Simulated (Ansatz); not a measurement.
**Question.** Name a neutral molecule of C, F, Si and H with LUMO energy (PBE/def2-TZVPP) between -2.45 and -2.15 eV and HOMO energy (PBE/def2-TZVPP) between -7.95 and -7.65 eV (Ansatz, PBE0-D4/def2-TZVP geometry).

**Answer.** `C=C[Si](F)(F)F` (-2.19 eV, -7.71 eV). Other molecules can fit too; these were computed, each in one conformer that needn't be the lowest.
